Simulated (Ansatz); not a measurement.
Computed with Ansatz on PBE0-D4/def2-TZVP structures; ΔE is electronic, products minus reactants. CCSD(T)/CBS adds triple-zeta CCSD(T) − MP2 to the extrapolated MP2 energy (def2 sets, frozen cores). This one scheme is used for every species. DFT in def2-TZVPP. Each species was taken in one conformer, which may not be the lowest.

`C[SiH2]CC=O` + H₂S → `C[SiH2]CS` + `C=O`  (substitution at a C–C bond)

```tsv
level	ΔE (kcal/mol)	difference from CCSD(T)/CBS
PBE-D4	11.4	0.2
PBE0-D4	11.8	0.6
ωB97M-V	11.9	0.7
PBE0	11.9	0.7
MP2/def2-SVP	14.1	2.9
CCSD/def2-SVP	14.2	3.0
MP2/def2-TZVPP	11.3	0.1
SCS-MP2/def2-TZVPP	10.9	-0.3
SCS-MP2/def2-QZVPP	10.6	-0.6
HF/CBS(def2)	12.2	1.0
CCSD(T)/CBS	11.2	0
```

Largest T1 diagnostic among the species: 0.015.

Leaving LDA and LC-ωPBE aside and taking each functional with its dispersion term where it has one, the values, not all of them listed here, spread over 1.9 kcal/mol, from revPBE-D4 to B97M-V. LDA lies +2.5 kcal/mol from PBE without D4. From BLYP to BHLYP (50 % exact exchange), in def2-TZVPP and without D4, ΔE moves by +1.0 kcal/mol.

CCSD(T)/CBS has its own doubt, a few kJ/mol and more with outer-core shells, so smaller differences from it don't rank the levels.
